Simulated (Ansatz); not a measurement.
Ansatz (a first-principles code) input (CCSD(T)/aug-cc-pV(D+d)Z):
A basis named .json is the Basis Set Exchange file of that set.

Ansatz 0.2 input:
```yaml
crystal:
  periodic: [false, false, false]
  atoms:
    - {symbol: Si, position_ang: [0.22801377, -0.03904773, 0.13845387]}
    - {symbol: Cl, position_ang: [0.36091690, 1.60702398, -1.06314450]}
    - {symbol: Cl, position_ang: [-0.20650726, -1.64515960, -1.04588142]}
    - {symbol: Cl, position_ang: [-1.23848788, 0.22411605, 1.51297509]}
    - {symbol: O, position_ang: [1.60228748, -0.27443836, 0.96464162]}
    - {symbol: H, position_ang: [2.41883730, -0.41949223, 0.47737680]}
basis:
  gaussian:
    orbitals: aug-cc-pV_D+d_Z.json
magnetization: {spin_polarized: false}
correlation: {method: ccsd_t, electrons: outside_noble_gas}
output: {forces: true}
```

Output:

```
Functional definition: HF
integrals: 0.51 GiB planned
1550 factors; integrals over basis functions are off by at most 7.8e-4 eV
mean field: 1.20 GiB planned
mean field evaluation 1: about -47430.0824 eV, gradient 3.7e1 eV
mean field evaluation 2: about -47430.2810 eV, gradient 3.7e1 eV
mean field evaluation 4: about -47433.0625 eV, gradient 2.5e0 eV
mean field evaluation 8: about -47433.0961 eV, gradient 2.7e-1 eV
mean field evaluation 16: about -47430.0829 eV, gradient 3.7e1 eV
mean field -47433.09633983 eV, -1743.1341391814 hartree, gradient 3.1e-6 eV, S^2 0.000000; 0 other end points of the search recorded, 0 dependent functions left out
21 core orbitals not correlated
reference -47433.09633983 eV, -1743.1341391814 hartree; 16, 16 occupied and 123, 123 virtual orbitals, 1550 factors
densities: 2.39 GiB planned
second order -20.20325161 eV of doubles, -0.00000000 eV of singles
coupled cluster: 1.30 GiB planned
cycle   1  -20.85008163 eV  change   -6.5e-1 eV  update   9.5e-2
cycle   2  -21.24359119 eV  change   -3.9e-1 eV  update   2.6e-2
cycle   3  -21.33524565 eV  change   -9.2e-2 eV  update   1.3e-2
cycle   4  -21.33168916 eV  change    3.6e-3 eV  update   2.5e-3
cycle   5  -21.32992394 eV  change    1.8e-3 eV  update   9.6e-4
cycle   6  -21.32982433 eV  change    1.0e-4 eV  update   2.8e-4
cycle   7  -21.32976563 eV  change    5.9e-5 eV  update   8.6e-5
cycle   8  -21.32976763 eV  change   -2.0e-6 eV  update   2.5e-5
cycle   9  -21.32977380 eV  change   -6.2e-6 eV  update   8.3e-6
perturbative correction -0.67720334 eV, -0.0248867638 hartree
the calculation of the forces begins
Total energy: -47455.10331698 eV, -1743.9428806745 hartree
Atom 0 at     0.228014    -0.039048     0.138454 Å, force    -0.417686     0.071000    -0.353302 eV/Å
Atom 1 at     0.360917     1.607024    -1.063144 Å, force     0.012585     0.258880    -0.191373 eV/Å
Atom 2 at    -0.206507    -1.645160    -1.045881 Å, force    -0.076168    -0.249804    -0.188673 eV/Å
Atom 3 at    -1.238488     0.224116     1.512975 Å, force    -0.215592     0.038883     0.238762 eV/Å
Atom 4 at     1.602287    -0.274438     0.964642 Å, force     0.565128    -0.095352     0.611924 eV/Å
Atom 5 at     2.418837    -0.419492     0.477377 Å, force     0.131733    -0.023607    -0.117338 eV/Å
Dipole moment:     0.314040    -0.055274    -0.090750 e Å
```
